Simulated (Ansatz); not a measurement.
C2H6OSSi, SMILES `C=C(O)S[SiH3]`, relaxed with RKS PBE-D4/def2-SVP in Ansatz 0.2.0 from a rough embedded geometry. The force threshold is 0.03 eV/Å; the program also tests the step.

Total charge 0; spin multiplicity 1.

Start:

```xyz
11

C     0.455    0.485   -1.621
C     0.804    0.716   -0.401
O     2.140    0.818   -0.056
S    -0.380    1.017    0.895
Si   -1.268   -0.955    1.137
H     1.276    0.399   -2.423
H    -0.549    0.469   -2.005
H     2.078    1.176    0.918
H    -0.285   -1.904    1.541
H    -2.342   -0.826    2.176
H    -1.929   -1.394   -0.160
```

**Question.** By how much does the energy fall, and how many steps does the optimiser take? (An estimate is asked.)

**Answer.** Computed: 38.55 kJ/mol, in 7 steps.

**Question.** Which bonds change most? (Estimate.)

**Answer.** Computed: Si5–H9 from 1.424 to 1.503 Å; O3–H8 from 1.039 to 0.977 Å; C1–C2 from 1.289 to 1.350 Å; C1–H6 from 1.151 to 1.100 Å.

**Question.** Give the relaxed structure. (Best estimate.)

**Answer.** The calculation gave: 
```xyz
11

C     0.477    0.457   -1.672
C     0.766    0.765   -0.391
O     2.040    0.843    0.072
S    -0.508    1.148    0.842
Si   -1.241   -0.882    1.072
H     1.291    0.222   -2.373
H    -0.560    0.456   -2.028
H     1.991    0.984    1.038
H    -0.093   -1.820    1.321
H    -2.159   -0.850    2.262
H    -2.004   -1.325   -0.144
```
